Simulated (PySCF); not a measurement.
Ge(F)2(SeH)2 (F₂GeH₂Se₂), SMILES [F][Ge]([F])([SeH])[SeH]. Atoms are numbered in the order given.

```xyz
7

F     -0.1472     1.3570    -1.6368
Ge     0.0000     0.0000    -0.5624
F      0.1472    -1.3570    -1.6368
Se    -2.0035    -0.0038     0.6522
Se     2.0035     0.0038     0.6522
H     -1.4744    -1.0460     1.5550
H      1.4744     1.0460     1.5550
```

Coordinates come from a B3LYP-D3(BJ)/def2-SVP optimisation. Other conformers were not sampled.

Computed with KT2/pcSseg-1 (PySCF).

GIAO shieldings, no solvent; atoms alike by connectivity are averaged. δ = σ(ref) − σ: ¹⁹F against CFCl3 (σ = 127.1 ppm); ⁷³Ge against GeH4 (σ = 1669.3 ppm); ⁷⁷Se against Me2Se (σ = 1692.1 ppm); ¹H against TMS (σ = 31.47 ppm), references at their B3LYP-D3(BJ)/def2-TZVP geometries, non-relativistic.

| atoms | nucleus | count | δ (ppm) |
|---|---|---|---|
| F1, F3 | ¹⁹F | 2 | ___ |
| Ge2 | ⁷³Ge | 1 | 485.0 |
| Se4, Se5 | ⁷⁷Se | 2 | ___ |
| H6, H7 | ¹H | 2 | 2.13 |

Task: Some entries are withheld; supply them. (The exact figures need the calculation; the answer reports its results.)

Result: 
- F1, F3, δ (ppm): -100.8
- Se4, Se5, δ (ppm): -73.3
